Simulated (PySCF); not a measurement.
BFClBr, SMILES BrB(Cl)F. Geometry: TPSSh-D3(BJ)/def2-SVP.

These are TPSSh-D3(BJ)/def2-SVP run with PySCF values and carry that method's errors.

Harmonic wavenumbers (cm⁻¹): 218, 322, 490, 494, 951, 1332. Rotational constants (GHz): 6.500, 1.885, 1.461; symmetry number 1.

### Question
Work out the zero-point energy and the ideal-gas rigid-rotor harmonic-oscillator thermochemistry at 298.15 K and 1 atm.

### Answer
ZPE = ½ Σ hcν = ½ × 3806 cm⁻¹ = 5.44 kcal/mol. H − E(el) = 8.72 kcal/mol. Entropy in cal/(mol K): translation 40.83, rotation 27.29, vibration 4.77, total 72.89. G − E(el) = -13.02 kcal/mol. Cp = 14.50 cal/(mol K).
